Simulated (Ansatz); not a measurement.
C₂H₇BS₂, singlet, at a GFN2-xTB geometry, with bond 5-4 at 1.4 times its length; CASSCF(6,5)/STO-3G run with Ansatz (an electronic-structure program).

Input for Ansatz:
Ansatz 0.2 input:
```yaml
crystal:
  periodic: [false, false, false]
  atoms:
    - {symbol: B, position_ang: [-0.24831494, -0.08602288, 0.15453988]}
    - {symbol: H, position_ang: [-1.21631965, -0.53786270, 0.62881117]}
    - {symbol: S, position_ang: [-0.38046930, 1.19006381, -1.07626100]}
    - {symbol: C, position_ang: [-2.19457764, 1.34637491, -1.25981995]}
    - {symbol: H, position_ang: [-2.79793031, -0.02049308, -1.53051569]}
    - {symbol: H, position_ang: [-2.36751223, 2.00442814, -2.10432250]}
    - {symbol: H, position_ang: [-2.61576674, 1.77807078, -0.35786284]}
    - {symbol: S, position_ang: [1.34582791, -0.70336726, 0.64253562]}
    - {symbol: C, position_ang: [0.88990134, -2.03154425, 1.81604384]}
    - {symbol: H, position_ang: [0.48777459, -1.59239356, 2.72315442]}
    - {symbol: H, position_ang: [1.79973640, -2.57852874, 2.03802992]}
    - {symbol: H, position_ang: [0.16152593, -2.68976914, 1.35492737]}
basis:
  gaussian:
    orbitals: STO-3G
hamiltonian:
  xc: hf
magnetization: {spin_polarized: false}
correlation: {active_space: {window: {electrons: 6, orbitals: 5}}}
```

Problem. Predict the main parts of the log of this Ansatz run.

Solution. 
```
Functional definition: HF
501 factors; integrals over basis functions are off by at most 4.1e-5 eV
mean field evaluation 1: about -24204.8214 eV, gradient 2.3e1 eV
mean field evaluation 2: about -24204.9782 eV, gradient 2.3e1 eV
mean field evaluation 4: about -24207.1859 eV, gradient 1.7e0 eV
mean field evaluation 8: about -24207.2014 eV, gradient 5.0e-4 eV
mean field -24207.20138134 eV, -889.5982425339 hartree, gradient 2.1e-6 eV, S^2 0.000000; 0 other end points of the search recorded, 0 dependent functions left out
reference -24207.20138134 eV, -889.5982425339 hartree; 28, 28 occupied and 12, 12 virtual orbitals, 501 factors
state -24208.92268997 eV, -889.6614994593 hartree
2 active orbitals were swapped for others, from the solution at -24208.57551790 eV, -889.6487411208 hartree to that at -24208.80003011 eV, -889.6569917927 hartree; typed "places" are swapped only where nearly empty or full, and so, without "given_window_search", are "orbital_numbers", "shells" and a window whose orbitals a file names under [Active]
1 active orbitals were swapped for others, from the solution at -24208.78271128 eV, -889.6563553373 hartree to that at -24208.80003011 eV, -889.6569917927 hartree; typed "places" are swapped only where nearly empty or full, and so, without "given_window_search", are "orbital_numbers", "shells" and a window whose orbitals a file names under [Active]
2 active orbitals were swapped for others, from the solution at -24208.80003011 eV, -889.6569917927 hartree to that at -24208.92268997 eV, -889.6614994593 hartree; typed "places" are swapped only where nearly empty or full, and so, without "given_window_search", are "orbital_numbers", "shells" and a window whose orbitals a file names under [Active]
the orbitals are reached from a further start. From the first start the search ends at -24208.57055447 eV, -889.6485587183 hartree
Total energy: -24208.92268997 eV, -889.6614994593 hartree
```
